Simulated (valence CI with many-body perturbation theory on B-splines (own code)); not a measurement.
## Xe4+ in three bases

Level of theory: configuration interaction combined with many-body perturbation theory (CI+MBPT): four valence electrons over a frozen Dirac-Fock core [Kr] 4d10, a basis of 9 s, 9 p, 8 d, 6 f, 3 g, 1 h functions for each j, with the one-electron correlation potential Σ1 (screened to all orders), the two-electron term Σ2, the three-electron term Σ3, Breit, model QED; selected single and double excitations, second order for the rest, scaled by the run's own slope (own B-spline code, finite nucleus).

Against 32 measured levels this calculation errs by 354 cm⁻¹ on average and by 732 at most. These come from a selection out of Saloman, J. Phys. Chem. Ref. Data 33, 765 (2004). Levels without a partner in it may be off by more. 2 measured levels below the end of the list, from 169673 cm⁻¹ on, found no clear computed partner, and computed levels of the same name lie up to 466 cm⁻¹ from them.

The reference run has the lowest level 5s2 5p2 3P_0 and an ionisation energy of 54.7753 eV. Its largest variational space holds 20000 state functions.

Names give the largest LS component (configuration and term), which can be under half, so a name can repeat, a term be missing and a line seem to break the LS rules; names also repeat where a configuration has a term twice.

Changed runs:
A. basis 6 s, 6 p, 5 d, 3 f, 1 g
B. basis 5 s, 5 p, 4 d, 2 f

Excitation energies of the reference run in cm⁻¹, and shifts in cm⁻¹:

```tsv
Level	Reference	A	B
5s2 5p2 3P_1	9274	-26	-72
5s2 5p2 3P_2	14136	+2.1	+40
5s2 5p2 1D_2	28441	+24	+163
5s2 5p2 1S_0	44568	+105	+578
5s 5p3 5S°_2	91770	-227	-568
5s 5p3 3D°_1	115088	-48	+4.2
5s 5p3 3D°_2	115880	-56	-23
5s 5p3 3D°_3	119703	-62	-49
5s 5p3 3P°_0	133247	+11	+270
5s 5p3 3P°_1	134438	+4.7	+238
5s 5p3 3P°_2	134595	-5.5	+181
5s2 5p 5d 1D°_2	145745	+2.1	+224
Ionisation energy (eV)	54.7753	-0.0199	-0.0675
```
